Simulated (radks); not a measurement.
Problem. Cu+, configuration [Ar] 3d10 (the NIST ground configuration). All-electron calculation, scalar-relativistic Kohn-Sham, exchange-only r2SCAN, spin-polarised, spherical densities, finite nucleus; meta-GGA in the generalised Kohn-Sham scheme; Fermi nuclear charge, rms radius 3.8823 fm. Program: a radial shooting solver on a logarithmic mesh with Libxc functionals. Some entries of the table are withheld. Estimate them.

orbital,occ.,eigenvalue (eV),r(max) (bohr),<r> (bohr)
1s,2,-8887.295,(1),(2)
2s,2,-1080.842,0.1964,0.2347
2p,6,(3),0.1583,0.2063
3s,2,(4),0.6133,0.7123
3p,6,-82.3854,(5),0.7506
3d,10,-12.5753,0.6080,1.013

Solution. 
(1) 1s r(max) (bohr): 0.03412
(2) 1s <r> (bohr): 0.05214
(3) 2p eigenvalue (eV): -931.8752
(4) 3s eigenvalue (eV): -126.7749
(5) 3p r(max) (bohr): 0.6207
